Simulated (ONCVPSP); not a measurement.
# PBE ONCV dataset for O (Z = 8), scalar-relativistic all-electron reference.

- Element: O (Z = 8)
- Generator: ONCVPSP 4.0.1
- Type: optimised norm-conserving Vanderbilt (ONCV)
- Functional: PBE
- Relativity: scalar-relativistic
- Frozen core: [He]
- Valence charge: 6
- Reference configuration: 2s1.5 2p4.5
- Partial waves: 2s: rc 0.75 bohr, ncon 4, nbas 8, qcut 10.5 1/bohr, 2 projectors, debl 3.7 Ha; 2p: rc 1.20 bohr, ncon 4, nbas 9, qcut 11.4 1/bohr, 3 projectors, debl 2.5 Ha; d scattering state at 0.22 Ha: rc 1.10 bohr, ncon 4, nbas 7, qcut 10.4 1/bohr, 1 projector
- Local potential: polynomial inside 0.60 bohr (lpopt 5, dvloc0 0 Ha)
- Core correction: none

Results:

```
Cutoffs needed           : 43 Ha and 54 Ha (the cutoffs (Ha) at which the residual kinetic energy of the hardest occupied pseudo-wave falls to 1 and 0.1 mHa per electron)
Ghost test               : no bound ghost flagged; no localised positive-energy state flagged
Largest excitation error : +96 meV (all-electron minus pseudo) for 2s2 2p2, out of 4 test configurations
```

Generation and tests took about 2.9 s on one core of a shared server CPU.
